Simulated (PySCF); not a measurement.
Compound: C₄H₁₄AlNO.
Numbering: `[CH3:1][N:2]([CH3:3])[AlH2-:4][O+:5]([CH3:6])[CH3:7]` (hydrogens: H8, H9, H10 on C1; H11, H12, H13 on C3; H14, H15 on Al4; H16, H17, H18 on C6; H19, H20, H21 on C7)

The closed-shell SCF was solved with PySCF and density fitting under several settings on one GFN2-xTB geometry (grid level 2 and gas phase unless stated).

```tsv
settings	basis functions	SCF cycles	E (Eh)	HOMO (eV)	LUMO (eV)	dipole (D)
PBE0/pcSseg-1	196	13	-532.7323	-5.05	0.73	5.34
PBE0/def2-SVPD	259	14	-532.5066	-5.14	0.17	5.22
```

Estimate the rows for these settings: (1) X3LYP/def2-SVP, start guess atom, damping 0.2 at the start, DIIS from the seventh cycle; (2) PBE0/3-21G.

| settings | basis functions | SCF cycles | E (Eh) | HOMO (eV) | LUMO (eV) | dipole (D) |
| --- | --- | --- | --- | --- | --- | --- |
| X3LYP/def2-SVP, start guess atom, damping 0.2 at the start, DIIS from the seventh cycle | 172 | 18 | -532.7894 | -4.79 | 0.69 | 5.35 |
| PBE0/3-21G | 95 | 12 | -529.8590 | -4.49 | 1.42 | 5.49 |

Over all rows, what range does the HOMO–LUMO gap span?

From 5.31 eV (PBE0/def2-SVPD) to 5.91 eV (PBE0/3-21G).

And the dipole moment?

From 5.22 D (PBE0/def2-SVPD) to 5.49 D (PBE0/3-21G); the largest is 1.05 times the smallest, and the median is 5.34 D.

Compare two rows with the functional PBE0: PBE0/pcSseg-1 and PBE0/def2-SVPD. Which energy is lower, and by how much?

PBE0/pcSseg-1 (196 functions) lies 0.2257 Eh or 142 kcal/mol below PBE0/def2-SVPD (259 functions). The smaller set gives the lower energy; the two sets aren't nested, so the variational bound doesn't order them by size.

Whole jobs, the steps after the SCF included, on an Arm Neoverse V1 with one thread, no GPU (shared host):

```
                                                                               settings                                                                                    work after the SCF  wall time  peak memory
                                                                          PBE0/pcSseg-1                            shieldings, charges and field gradients, density and orbital grids written       39 s     0.86 GiB
                                                                         PBE0/def2-SVPD  6 singlets by full TDDFT, 2 Tamm–Dancoff triplets, polarisability, density and orbital grids written       56 s      1.1 GiB
X3LYP/def2-SVP, start guess atom, damping 0.2 at the start, DIIS from the seventh cycle                                                                                            shieldings       30 s     0.89 GiB
                                                                             PBE0/3-21G                                                               shieldings, charges and field gradients       11 s     0.62 GiB
```

Cycle counts include a coarse-grid stage where the run had one.

Conformer computed: `[CH3:1][N:2]([CH3:3])[AlH2-:4][O+:5]([CH3:6])[CH3:7]`: C1–N2–Al4–O5 16°, N2–Al4–O5–C6 14°.

One conformer stands for the species.
